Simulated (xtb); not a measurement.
xtb input (GFN2-xTB):

```bash
xtb mol.xyz --gfn 2 --ohess tight --chrg -1 --uhf 0
```
mol.xyz:
```
13

B     -0.49735982     0.03732668    -0.34744514
C     -1.26481230     1.37218255    -0.19531099
C     -1.16178461    -1.33632017     0.28639667
O      0.77577372    -0.07515918    -1.05388410
C      1.84883222     0.20795886    -0.12142016
H     -0.69614367     2.18717850    -0.68546273
H     -1.40227923     1.68322520     0.86396228
H     -1.30458657    -1.19660084     1.38291198
H     -0.51269585    -2.13492955     0.03142786
H     -2.17526649    -1.49884790    -0.24414053
H      1.73551509     1.16496357     0.31979674
H      1.82269805    -0.62056988     0.64654779
H      2.80940595     0.12758924    -0.73084785
```

End of the output:

```
       4    224.69    -0.57273 ( 99.76%)    -0.61122 (  0.24%)    -0.57283
       5    289.45    -0.44041 ( 99.91%)    -0.53623 (  0.09%)    -0.44050
   ------------------------------------------------------------------------

   temp. (K)  partition function   enthalpy   heat capacity  entropy
                                   cal/mol     cal/K/mol   cal/K/mol   J/K/mol
 298.15  VIB   54.1                 2802.804     18.314     17.126
         ROT  0.992E+05              888.752      2.981     25.843
         INT  0.536E+07             3691.557     21.295     42.969
         TR   0.578E+27             1481.254      4.968     38.676
         TOT                        5172.8105    26.2635    81.6444   341.6001

       T/K    H(0)-H(T)+PV         H(T)/Eh          T*S/Eh         G(T)/Eh
   ------------------------------------------------------------------------
    298.15    0.824340E-02    0.111840E+00    0.387919E-01    0.730483E-01
   ------------------------------------------------------------------------

         :::::::::::::::::::::::::::::::::::::::::::::::::::::
         ::                  THERMODYNAMIC                  ::
         :::::::::::::::::::::::::::::::::::::::::::::::::::::
         :: total free energy         -15.883647404540 Eh   ::
         ::.................................................::
         :: total energy              -15.956695695488 Eh   ::
         :: zero point energy           0.103596775551 Eh   ::
         :: G(RRHO) w/o ZPVE           -0.030548484604 Eh   ::
         :: G(RRHO) contrib.            0.073048290948 Eh   ::
         :::::::::::::::::::::::::::::::::::::::::::::::::::::

optimized geometry written to: xtbopt.xyz

           -------------------------------------------------
          | TOTAL ENERGY              -15.956695695488 Eh   |
          | TOTAL ENTHALPY            -15.844855521671 Eh   |
          | TOTAL FREE ENERGY         -15.883647404540 Eh   |
          | GRADIENT NORM               0.000242813419 Eh/α |
          | HOMO-LUMO GAP               5.369238835629 eV   |
           -------------------------------------------------

------------------------------------------------------------------------
------------------------------------------------------------------------
Note: The following floating-point exceptions are signalling: IEEE_UNDERFLOW_FLAG IEEE_DENORMAL
normal termination of xtb
 total:
 SCF:
 ANC optimizer:
 analytical hessian:
```

It need not be the lowest isomer of its formula. Whether it binds its extra electron was not tested at this geometry.
